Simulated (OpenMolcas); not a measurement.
V3+ (d2) in a complex was computed by CASSCF with the d shell active (OpenMolcas, ANO-RCC-VDZP on the metal). Its lowest spin-free states, and all those of the highest spin:

| 2S+1 | Degeneracy | E (cm-1) |
| --- | --- | --- |
| 3 | 3 | 0.0 |
| 3 | 3 | 8481 |
| 1 | 3 | 13474 |
| 1 | 2 | 14044 |
| 3 | 1 | 18449 |
| 3 | 3 | 21139 |
| 1 | 3 | 23500 |
| 1 | 1 | 25586 |
| 1 | 3 | 26000 |
| 1 | 2 | 32377 |
| 1 | 1 | 52727 |

**Question.** Is the site octahedral, tetrahedral or cube-like, axial, or of lower symmetry?

**Answer.** The states with 2S+1 = 3 have orbital degeneracies 3, 3, 1, 3. Threefold states need a cubic site. For d2 at this spin an octahedron puts the threefold T1 below the threefold T2 and a tetrahedron or cube puts the single A2 below the threefold T2, so the site is octahedral. The run had V3+ with 6 ligands (bromide) in octahedral coordination (Oh) at 2.55 Å. A charge of +0.5 e stands 2.8 Å behind each ligand. Ligand basis ANO-RCC-VDZP.

An orbital triplet at a regular site is open to Jahn-Teller coupling, which can distort the site and quench the lowest spin-orbit gaps and is left out. Without dynamic correlation the repulsion within the d shell is too large (B by tens of per cent), so at a given field states of lower spin stand too high. Ligand-to-metal charge-transfer states are missing. With no ligand orbital active B as a rule stays too high, so bands that hang on it stand too high and its fall with covalency is understated. With metal d orbitals alone and no dynamic correlation the field as a rule comes out too small, by tens of per cent, by up to half for chloride and softer ligands. No measured value stands beside these numbers; the geometry was imposed, not optimised, and the real ion may take another.
